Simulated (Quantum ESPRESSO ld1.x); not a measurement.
All-electron atom: Co XXVI in [He]. Method: scalar-relativistic Kohn-Sham, relativistic LDA (MacDonald-Vosko exchange, VWN5 correlation), spin-unpolarised, spherical densities, point nucleus; computed with ld1.x of Quantum ESPRESSO 7.5.

Normalised radial functions P(r) = r R(r), r in bohr:

```
   r/bohr * 1s, o 2p (the largest magnitude, 3.8, reaches the edge; | marks zero, & curves that meet)
 0.002479 o         *
 0.003004 o           *
  0.00364 o             *
  0.00441 o               *
 0.005301 o                  *
 0.006423 o                     *
 0.007783 |o                        *
  0.00943 |o                            *
  0.01143 |o                                *
  0.01384 | o                                    *
  0.01678 | o                                         *
  0.02033 |  o                                            *
  0.02463 |    o                                             *
  0.02984 |     o                                               *
  0.03616 |       o                                              *
  0.04346 |          o                                          *
  0.05266 |             o                                    *
  0.06381 |                 o                           *
  0.07732 |                     o                *
  0.09368 |                         o   *
   0.1135 |                     *       o
   0.1375 |             *                 o
   0.1667 |       *                       o
   0.2019 |   *                         o
   0.2447 |*                       o
   0.2941 *                  o
   0.3564 *            o
   0.4318 *      o
   0.5232 *  o
   0.6339 *o
   0.7681 &
```

1s: eigenvalue -9344.4 eV, 0 radial nodes, <r> = 0.0558 bohr, 90 % of the charge inside 0.0995 bohr. 2p (empty): eigenvalue -2191.0 eV, 0 radial nodes, <r> = 0.194 bohr, 90 % of the charge inside 0.311 bohr.
